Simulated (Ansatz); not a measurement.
```yaml
crystal:
  periodic: [false, false, false]
  atoms:
    - {symbol: C, position_ang: [-1.133645, 1.497112, 2.171076]}
    - {symbol: Al, position_ang: [0.217400, 1.093914, 0.845519]}
    - {symbol: F, position_ang: [-0.548024, 0.706486, -0.773182]}
    - {symbol: Al, position_ang: [-0.217438, -1.094045, -0.845479]}
    - {symbol: C, position_ang: [1.133714, -1.497132, -2.170985]}
    - {symbol: F, position_ang: [0.548070, -0.706644, 0.773308]}
    - {symbol: H, position_ang: [-1.536298, 2.505726, 2.035197]}
    - {symbol: H, position_ang: [-1.973399, 0.797895, 2.125299]}
    - {symbol: H, position_ang: [-0.722519, 1.453171, 3.184444]}
    - {symbol: H, position_ang: [1.571212, 1.859165, 0.583815]}
    - {symbol: H, position_ang: [-1.571869, -1.858486, -0.584679]}
    - {symbol: H, position_ang: [1.539697, -2.503874, -2.031887]}
    - {symbol: H, position_ang: [0.721847, -1.458098, -3.184151]}
    - {symbol: H, position_ang: [1.971252, -0.795190, -2.128285]}
basis:
  gaussian: {orbitals: aug-pcseg-2, nuclear_model: gaussian}
magnetization: {spin_polarized: true, initial_magnetization: 2}
hamiltonian: {xc: {name: wB97}}
accuracy: high
kpoints: {mp_grid: {grid: [2, 2, 2]}}
output: {forces: true}
```

```sh
$ ansatz run in.yaml --threads 4 --pin off --events-out ev --progress --plain --max-ram 11315MiB
```

**Question.** How does Ansatz answer? (Best estimate.)

**Answer.** The calculation gave: The program refused the input.
```
Error: invalid value for `basis.gaussian`: such a run doesn't read kpoints; remove what it names
```
